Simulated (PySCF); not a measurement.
# NMR parameters from quadrupole coupling constants

Species: C₇H₈F₂O.
Cartesian coordinates in Å at the GFN2-xTB level; atoms count from 1:
```
atom  x, y, z in Å
C1    -1.9995   -1.1343   -0.1924
C2    -1.1621    0.0244    0.1991
C3    -1.4411    1.0648    0.9939
C4    -0.2738    1.9248    1.1146
C5     0.7342    1.4233    0.3973
C6     0.2537    0.1848   -0.3185
O7     1.0102   -1.0029   -0.1019
C8     2.1952   -1.0598   -0.7252
F9     2.5951   -2.3398   -0.7664
F10    3.1744   -0.3917   -0.0539
H11   -2.1745   -1.1365   -1.2684
H12   -2.9566   -1.1067    0.3204
H13   -1.4799   -2.0577    0.0602
H14   -2.3741    1.2517    1.4932
H15   -0.2540    2.8202    1.7090
H16    1.7316    1.8054    0.2912
H17    0.2207    0.3928   -1.4035
H18    2.1917   -0.6565   -1.7603
```

Computed at PBE0/pcSseg-1 (PySCF, non-relativistic):

```csv
atom,environment,nucleus,spin I,Q (b),CQ = χzz (MHz),η
O7,ether oxygen,17O,5/2,-0.0256,-11.541,0.892
```

Task: Recover the principal values of the field gradient from CQ = 234.96 MHz × Q × Vzz, η = (Vxx − Vyy)/Vzz and a zero trace.

Result: Vxx = −Vzz(1 − η)/2 and Vyy = −Vzz(1 + η)/2, in au:

```csv
atom,Vxx (au),Vyy (au),Vzz (au),Vzz (10²¹ V/m²)
O7,-0.104,-1.815,1.919,18.64
```

Task: PQ = |CQ|√(1 + η²/3), νQ = 3|CQ|/[2I(2I − 1)], ν0 = |g|·7.62259 MHz/T·B with g(17O) = −0.75752: values at 7.05 T?

Result: 
```tsv
atom	PQ (MHz)	νQ (MHz)	ν0 (MHz)	νQ/ν0
O7	12.98	1.731	40.71	0.043
```

For O7: PQ = 11.54 × 1.1248, νQ = 11.54 × 0.1500, ν0 = 5.7742 MHz/T × 7.05 T.

Task: For half-integer spins with νQ below a tenth of ν0, find the second-order shift of the centre of gravity of the central transition at 7.05 and 14.1 T.

Result: δ = −(3/40)(PQ/ν0)² [I(I + 1) − 3/4]/[I²(2I − 1)²], in ppm:

```
     site  7.05 T  14.1 T
17O at O7    -610    -153
```

Task: Quadrupolar 1/T1 and linewidth for τc = 1.5 ps (extreme narrowing, isotropic tumbling)?

Result: 1/T1 = 1/T2 = (3π²/10)(2I + 3)/[I²(2I − 1)] × PQ² × τc; the width is 1/(πT2).

```csv
site,spin factor (2I + 3)/[I²(2I − 1)],1/T1 (s⁻¹),T1 (ms),linewidth (Hz)
17O at O7,0.320,239,4.18,76.2
```

Solvent, lattice and vibrations would change these gradients. The structure is a single GFN2-xTB conformer in the gas phase; no vibrational or solvent corrections. GFN2-xTB bond lengths can be off by several hundredths of an ångström, more for odd bonds, and the gradients follow them. The small basis limits the accuracy of the gradients.

The run behind these numbers computed NMR shieldings as well. On an Arm Neoverse N1 with one thread, no GPU (shared host), this took 62 s.
